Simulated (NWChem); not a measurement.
C₃HF₃O; SMILES FC1=COC1(F)F

```xyz
8

F     -0.8913    -1.9441     0.0000
C     -0.0176    -0.9539     0.0000
C      1.3169    -0.7881     0.0000
O      1.3060     0.6342     0.0000
C     -0.1409     0.5675     0.0000
F     -0.6565     1.1604    -1.0851
F     -0.6565     1.1604     1.0851
H      2.2589    -1.3479     0.0000
```
Atoms are numbered in this order, from 1.

Computed with NWChem. Geometry: optimised at PBE-D3(BJ)/def2-SVP. B3LYP is NWChem's, with the RPA form of VWN correlation. Level: B3LYP/def2-SVP with COSMO at NWChem's default radii, gas-phase geometry; rows give the dielectric constant.

```
dielectric constant  electrostatic solvation energy (kcal/mol)  dipole in solution (D)
-------------------  -----------------------------------------  ----------------------
2.0                                                       -1.8                    2.20
3.9                                                       -2.7                    2.32
25.0                                                      -3.6                    2.44
37.5                                                      -3.6                    2.45
78.4                                                      -3.7                    2.45
```
